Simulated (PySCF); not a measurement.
AlH2O2, SMILES [OH][Al][OH], multiplicity 2. Atoms are numbered in the order given.

```xyz
5

Al     0.0000     0.0000     0.5124
O      0.0000    -1.5347    -0.2629
H      0.0000    -1.6365    -1.2269
O      0.0000     1.5347    -0.2629
H      0.0000     1.6365    -1.2269
```
Charge 0, spin multiplicity 2.

The structure is a stationary point at PBE-D3(BJ)/def2-TZVP. The spin state was assumed, not searched. The isomer is the one that the SMILES or the coordinates give; other isomers of the formula were not compared. Other conformers were not sampled.

The numbers are results of B3LYP/def2-TZVPD run with PySCF, not measurements.

Gas-phase values at a fixed geometry.

```json
{
 "total_energy": "-394.25325 hartree",
 "point_group": "C2v",
 "α spin, highest occupied and lowest empty level": "-5.97 and -0.84 eV",
 "β spin, highest occupied and lowest empty level": "-8.79 and -2.96 eV",
 "dipole_moment": "0.341 e·Å",
 "quadrupole, principal values (traceless, Buckingham form, about the centre of nuclear charge)": "-9.13, 1.60, 7.53 D·Å",
 "mean_static_polarisability": "43.9 bohr³ (6.50 Å³)",
 "polarisability_principal_values": "42.8, 42.9, 45.9 bohr³",
 "⟨S²⟩": "0.751 (pure state 0.75)"
}
```
